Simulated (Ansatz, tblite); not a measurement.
Adding an electron: the cluster HfS2⁺ (the lowest doublet isomer of a short search). Total charge 1; doublet. Geometry: PBE-D4/def2-TZVP. Ansatz, gas phase; energy differences of separate SCF runs; the reduced species is a singlet (the triplet lies 0.46 eV higher at PBE0-D4/def2-TZVP).

| atom | x (Å) | y (Å) | z (Å) |
| --- | --- | --- | --- |
| Hf1 | 0.4353 | -0.9554 | -0.0960 |
| S2 | 1.2106 | 1.1340 | -0.0067 |
| S3 | -1.6459 | -0.1786 | 0.1027 |

In the def2 sets Hf takes a core potential; there is no spin–orbit coupling. The xTB rows come from tblite. The structure comes from a short search, and lower isomers may exist.

```
              level  −HOMO (eV)  −LUMO (eV)  vertical EA (eV)  HOMO–LUMO gap (eV)
           GFN1-xTB           –           –             13.05                   –
r2SCAN-D4/def2-TZVP       11.68       10.17              7.58                1.51
  PBE0-D4/def2-TZVP       12.53        9.46              7.60                3.07
```

Estimate the rows for GFN2-xTB, PBE-D4/def2-TZVP.


```csv
level,−HOMO (eV),−LUMO (eV),vertical EA (eV),HOMO–LUMO gap (eV),remarks
GFN2-xTB,–,–,12.77,–,–
PBE-D4/def2-TZVP,11.38,10.39,7.58,0.99,"restricted, untested (singlet)"
```

  HOMO and LUMO are the levels of the spin that leaves or enters (xTB has no such levels and no spin-polarisation term). Other spin states of the ions may lie lower, which would lower the ionisation energy or raise the affinity. Raw xTB energy differences between charge states are shifted by several eV; the methods need an empirical correction for them.
